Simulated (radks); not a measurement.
Task: These are the eigenvalues of the occupied orbitals of an atom or ion with whole-number occupations (eV). All-electron calculation, Dirac Kohn-Sham, PBE, spin-unpolarised, spherical densities, finite nucleus; Fermi nuclear charge, rms radius of each element as measured or else 0.836 A^(1/3) + 0.57 fm. Program: a radial shooting solver on a logarithmic mesh with Libxc functionals.

| orbital | eigenvalue |
|---|---|
| 1s1/2 | -5363.685 |
| 2s1/2 | -602.4955 |
| 2p1/2 | -507.7613 |
| 2p3/2 | -500.6620 |
| 3s1/2 | -70.2224 |
| 3p1/2 | -44.5888 |
| 3p3/2 | -43.7571 |
| 3d3/2 | -5.2048 |
| 3d5/2 | -5.1392 |
| 4s1/2 | -4.7018 |

Which element is it, and in what charge state? The configuration may be excited. Open shells, if any, are shared by 2j + 1.

Result: Z = 23, vanadium, charge 0: V in [Ar] 3d3 4s2. The list shows which subshells hold electrons but not how many an open one holds; the 1s level, -197.11 hartree, gives Z - s = 19.9 by -(Z - s)^2/2, which with screening and relativity narrows Z to a few neighbours, and the depths of the outer levels then fix element, charge and occupations together.
